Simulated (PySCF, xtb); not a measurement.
Si(H)(Me)2(PH2) (C₂H₉PSi), SMILES C[SiH](C)P.

GFN2-xTB (xtb) at its own geometry gives an orbital gap of 4.78 eV and a dipole moment of 2.24 D.

Coordinates come from a PBE0-D3(BJ)/def2-SVP optimisation. One conformer was computed; it need not be the lowest.

Q: What does CAM-B3LYP/def2-TZVP run with PySCF give? (Estimate from the structure and the level; the computed values follow.)

A: gap 9.89 eV (levels -8.47 and 1.42 eV), dipole 1.49 D.
